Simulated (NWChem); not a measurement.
System: GeCl2F2; SMILES [F][Ge]([F])([Cl])[Cl]

Input file for NWChem:

```
start job
memory heap 200 mb stack 900 mb global 1100 mb
geometry units angstroms noautoz
  F      0.000000    -1.366869    -1.298789
  Ge     0.000000     0.000000    -0.269894
  F      0.000000     1.366869    -1.298789
  Cl     1.757207     0.000000     0.894075
  Cl    -1.757207     0.000000     0.894075
end
basis spherical
  * library def2-svp
end
dft
  xc mpw1k
  iterations 150
  mulliken
end
task dft energy
```

Structure relaxed at the PBE0/def2-SVP level.

Question: What results follow from this input? (MPW1K/def2-SVP.) Quantities: energy (Ha); highest occupied level (eV); orbital gap (eV); dipole (D).

Answer: 
```
Property                        Value
---------------------------  --------
energy (Ha)                  -3196.65
highest occupied level (eV)    -11.19
orbital gap (eV)                 9.99
dipole (D)                       1.26
```
